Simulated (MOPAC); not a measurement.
MOPAC input (PM7):

```
PM7 1SCF CHARGE=1 GEO-OK AUX(PRECISION=9) THREADS=1
CH3Cd

Cd   -0.25348114 1   -0.15121435 1   -0.20638745 1
C     1.29567546 1    0.77293611 1    1.05495482 1
H     1.75467220 1   -0.08341125 1    1.53686241 1
H     0.71897939 1    1.41798297 1    1.70885077 1
H     1.91939039 1    1.28610057 1    0.33115536 1
```

Output:

```
 *******************************************************************************
 **                                                                           **
 **                              MOPAC v23.2.5                                **
 **                                                                           **
 *******************************************************************************
 ** MOPAC's Digital Object Identifier: https://doi.org/10.5281/zenodo.6511958 **
 **                                                                           **
 ** Please cite the open-source release paper for use of this MOPAC version:  **
 ** J. E. Moussa and J. J. P. Stewart (2026)                                  **
 ** MOPAC: An open-source semiempirical molecular orbital program             **
 ** J. Open Source Softw., 11(119), 8025, https://doi.org/10.21105/joss.08025 **
 *******************************************************************************

                              PM7 CALCULATION RESULTS

 *******************************************************************************
 *  PM7        - The PM7 Hamiltonian to be used
 *  GEO-OK     - OVERRIDE INTERATOMIC DISTANCE AND OTHER SAFETY CHECKS
 *
 *
 *
 *                 CHARGE ON SYSTEM = +1
 *
 *
 *
 *  1SCF       - DO 1 SCF AND THEN STOP
 *  AUX        - OUTPUT AUXILIARY INFORMATION
 *******************************************************************************
PM7 1SCF CHARGE=1 GEO-OK AUX(PRECISION=9) THREADS=1
 CH3Cd

   ATOM   CHEMICAL          X               Y               Z
  NUMBER   SYMBOL      (ANGSTROMS)     (ANGSTROMS)     (ANGSTROMS)

     1      Cd         -0.25348114  *  -0.15121435  *  -0.20638745  *
     2       C          1.29567546  *   0.77293611  *   1.05495482  *
     3       H          1.75467220  *  -0.08341125  *   1.53686241  *
     4       H          0.71897939  *   1.41798297  *   1.70885077  *
     5       H          1.91939039  *   1.28610057  *   0.33115536  *

          CARTESIAN COORDINATES

    NO.       ATOM           X           Y           Z

     1        Cd         -0.2535     -0.1512     -0.2064
     2         C          1.2957      0.7729      1.0550
     3         H          1.7547     -0.0834      1.5369
     4         H          0.7190      1.4180      1.7089
     5         H          1.9194      1.2861      0.3312

 General Reference for PM7:
 "Optimization of Parameters for Semiempirical Methods VI: More Modifications to the
 NDDO Approximations and Re-optimization of Parameters", J. J. P. Stewart, J. Mol. Mod., 1:32, 19 (2013)
 https://link.springer.com/article/10.1007/s00894-012-1667-x

           Empirical Formula: C H3 Cd  =     5 atoms

      MOLECULAR POINT GROUP   :   C3v

      RHF CALCULATION, NO. OF DOUBLY OCCUPIED LEVELS = 4

 -------------------------------------------------------------------------------
 PM7 1SCF CHARGE=1 GEO-OK AUX(PRECISION=9) THREADS=1
 CH3Cd

     1SCF WAS SPECIFIED, SO BFGS WAS NOT USED
     SCF FIELD WAS ACHIEVED

                              PM7 CALCULATION
                                                       MOPAC v23.2.5 Linux

          FINAL HEAT OF FORMATION =        231.92440 KCAL/MOL =     970.37168 KJ/MOL

          COSMO AREA              =         76.30 SQUARE ANGSTROMS
          COSMO VOLUME            =         56.52 CUBIC ANGSTROMS

          IONIZATION POTENTIAL    =         17.174056 EV
          HOMO LUMO ENERGIES (EV) =        -17.174 -8.082
          NO. OF FILLED LEVELS    =          4
          MOLECULAR WEIGHT        =        127.4447         POINT GROUP:  C3v

          MOLECULAR DIMENSIONS (Angstroms)

            Atom       Atom       Distance
            H     3   Cd     1     2.66011
            H     4    H     5     1.83205
            H     5   Cd     1     1.45578

          SCF CALCULATIONS        =          1

   ATOM   CHEMICAL          X               Y               Z
  NUMBER   SYMBOL      (ANGSTROMS)     (ANGSTROMS)     (ANGSTROMS)

     1      Cd         -0.25348114  *  -0.15121435  *  -0.20638745  *
     2       C          1.29567546  *   0.77293611  *   1.05495482  *
     3       H          1.75467220  *  -0.08341125  *   1.53686241  *
     4       H          0.71897939  *   1.41798297  *   1.70885077  *
     5       H          1.91939039  *   1.28610057  *   0.33115536  *

                             CARTESIAN COORDINATES

   1   Cd       -0.253481140    -0.151214350    -0.206387450
   2    C        1.295675460     0.772936110     1.054954820
   3    H        1.754672200    -0.083411250     1.536862410
   4    H        0.718979390     1.417982970     1.708850770
   5    H        1.919390390     1.286100570     0.331155360

           Empirical Formula: C H3 Cd  =     5 atoms

      MOLECULAR POINT GROUP   :   C3v

                  EIGENVALUES
 -30.41959 -19.84018 -19.84018 -17.17406  -8.08171  -3.11637  -3.11637  -0.60063
   0.35900   0.35900   0.97159

              NET ATOMIC CHARGES AND DIPOLE CONTRIBUTIONS

  ATOM NO.   TYPE          CHARGE      No. of ELECS.   s-Pop       p-Pop
    1         Cd           0.750073        1.2499     0.90891     0.34102
    2          C          -0.359878        4.3599     1.08584     3.27404
    3          H           0.203268        0.7967     0.79673
    4          H           0.203269        0.7967     0.79673
    5          H           0.203269        0.7967     0.79673
 DIPOLE           X         Y         Z       TOTAL
 POINT-CHG.     1.457     0.869     1.186     2.070
 HYBRID        -0.923    -0.550    -0.751     1.311
 SUM            0.534     0.318     0.435     0.759

          ATOMIC ORBITAL ELECTRON POPULATIONS

     Atom    s        px        py        pz
    1 Cd   0.90891   0.14816   0.08024   0.11262
    2  C   1.08584   1.05256   1.12894   1.09253
    3  H   0.79673
    4  H   0.79673
    5  H   0.79673

 **********************
 *                    *
 * JOB ENDED NORMALLY *
 *                    *
 **********************

 == MOPAC DONE ==
```

The dipole moment of an ion depends on the origin.
